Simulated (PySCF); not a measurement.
**Excitation energy of Ge by level of theory**

Ge [Ar] 3d10 4s2 4p2 (3P) → Ge [Ar] 3d10 4s2 4p1 5s1 (3P), as a difference of total energies. Computed with PySCF 2.14 in aug-cc-pVDZ-PP with ECP10MDF, with scalar relativity through the core potential. Correlated levels: valence: 3s2 3p6 3d10 frozen. The calculations carry no spin-orbit coupling.

| method | excitation energy (eV) |
| --- | --- |
| UHF | 4.600 |
| LDA | 4.610 |
| PBE | 4.557 |
| PBE0 | 4.667 |
| r2SCAN | 4.882 |
| BLYP | 4.497 |
| B2PLYP | 4.641 |
| BHandHLYP | 4.700 |
| LC-wPBE | 4.869 |
| MP2 (valence) | 4.660 |
| SCS-MP2 (valence) | 4.640 |

Problem. How much does correlation contribute at MP2 (valence)?

Solution. 4.660 − (4.600) = 0.060 eV, measured against UHF.

Errors of the correlated levels include the incompleteness of this basis and the frozen core.

For comparison: 4.648 eV (measured; NIST levels, between the centres of gravity of the two terms).
